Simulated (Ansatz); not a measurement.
System: MnI, charge 0, multiplicity 7. The spin state was set by rule; other spins were not relaxed. SMILES: [Mn][I]
Geometry: optimised at B3LYP-D3(BJ)/def2-TZVP (Ansatz, an electronic-structure program).

Wanted: vertical ionisation energy (to the sextet state of charge +1; each state is the SCF solution reached for its spin), in eV. Valence correlation only, unless marked. UHF or UKS for open shells. No spin-orbit coupling. The frozen core is the preceding noble-gas configuration, with the filled d and f shells of earlier blocks. In def2 rows, elements after Kr have scalar-relativistic effective core potentials. CBS marks a two-point X^-3 extrapolation of the correlation energy; Hartree-Fock from the larger set.

| level | program | vertical ionisation energy (eV) |
|---|---|---|
| PBE/def2-TZVPD | Ansatz | 7.42 |
| r2SCAN/def2-TZVPD | Ansatz | 7.72 |
| CAM-B3LYP/def2-TZVPD | Ansatz | 7.71 |
| wB97M-V/def2-TZVPD | Ansatz | 7.61 |
| wB97X-V/def2-TZVPD | Ansatz | 7.60 |

What does CCSD(T)/CBS(def2-TZVPPD,def2-QZVPPD) (Ansatz) give?

7.69 eV, so wB97X-V/def2-TZVPD differs from it by -0.09 eV.
